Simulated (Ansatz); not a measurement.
The same ligand exchange along the group B, Al, Ga, In.

Gas-phase electronic energies from Ansatz, PBE0-D4/def2-TZVP geometries. CCSD(T)/CBS adds triple-zeta CCSD(T) − MP2 to the extrapolated MP2 energy (def2 sets, frozen cores). Small cases extrapolate CCSD(T) itself. DFT in def2-TZVPP. Elements past krypton have def2 core potentials. For Ga, In outer-core shells are correlated without core-valence functions, which leaves a few kJ/mol of doubt a bond. Scalar relativity is left out up to krypton.

```tsv
reaction	CCSD(T)/CBS(def2) (kJ/mol)
`FB(Cl)Cl` + HCl → boron trichloride + H–F	55
`[F][Al]([Cl])[Cl]` + HCl → aluminium trichloride + H–F	?
`[F][Ga]([Cl])[Cl]` + HCl → gallium trichloride + H–F	-39
`[F][In]([Cl])[Cl]` + HCl → `[Cl][In]([Cl])[Cl]` + H–F	-63
```

Question: Fill in the missing values. (Best estimate.)

Answer: Computed: `[F][Al]([Cl])[Cl]` + HCl → aluminium trichloride + H–F: +18.9 kJ/mol.

Largest T1 diagnostic: 0.014, for `[F][In]([Cl])[Cl]`.

Extrapolated directly: `FB(Cl)Cl` + HCl → boron trichloride + H–F; `[F][Al]([Cl])[Cl]` + HCl → aluminium trichloride + H–F.
